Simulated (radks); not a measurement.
Q: These are the eigenvalues of the occupied orbitals of an atom or ion with whole-number occupations (hartree). All-electron calculation, scalar-relativistic Kohn-Sham, OLYP, spin-polarised, spherical densities, point nucleus. Program: a radial shooting solver on a logarithmic mesh with Libxc functionals.

1s up: -3158.478
1s down: -3158.463
2s up: -572.1202
2s down: -572.1118
2p up: -493.6719
2p down: -493.6585
3s up: -145.1927
3s down: -145.1831
3p up: -122.6144
3p down: -122.6033
3d up: -99.30057
3d down: -99.28980
4s up: -41.04981
4s down: -41.03555
4p up: -33.62847
4p down: -33.61318
4d up: -24.94872
4d down: -24.92918
4f up: -15.30854
5s up: -15.28660
4f down: -15.27934
5s down: -15.13577
5p up: -12.96998
5p down: -12.80807

Which element is it, and in what charge state? The configuration may be excited. Open shells, if any, are filled with parallel spins first.

A: Z = 81, thallium, charge +15: Tl15+ in [Kr] 4d10 4f14 5s2 5p4. The list shows which subshells hold electrons but not how many an open one holds; the 1s level, -3158.5 hartree, gives Z - s = 79.5 by -(Z - s)^2/2, which with screening and relativity narrows Z to a few neighbours, and the depths of the outer levels then fix element, charge and occupations together.
